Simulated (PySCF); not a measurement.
# Ionisation energy of Hg by level of theory

Hg [Xe] 4f14 5d10 6s2 (1S) → Hg⁺ [Xe] 4f14 5d10 6s1 (2S), as a difference of total energies. Computed with PySCF 2.14 in aug-cc-pwCVDZ-PP with ECP60MDF (6s6p5d3f, 70 functions), with scalar relativity through the core potential. Correlated levels: valence: 5s2 5p6 frozen; valence and next inner shell: nothing frozen outside the core potential. The calculations carry no spin-orbit coupling.

| method | ionisation energy (eV) |
| --- | --- |
| UHF | 8.492 |
| LDA | 10.853 |
| PBE | 10.444 |
| PBE0 | 10.145 |
| r2SCAN | 10.328 |
| BLYP | 10.463 |
| HSE06 | 10.184 |
| r2SCANh | 10.250 |
| B2PLYP | 10.261 |
| MP2 (valence) | 10.313 |
| SCS-MP2 (valence) | 10.252 |
| MP2 (valence and next inner shell) | 10.469 |
| SCS-MP2 (valence and next inner shell) | 10.360 |

Problem. How much does correlation contribute at MP2 (valence and next inner shell)?

Solution. 10.469 − (8.492) = 1.977 eV, measured against UHF.

Errors of the correlated levels include the incompleteness of this basis and the frozen core.

For comparison: 10.438 eV (measured; NIST Atomic Spectra Database, ionization energies).
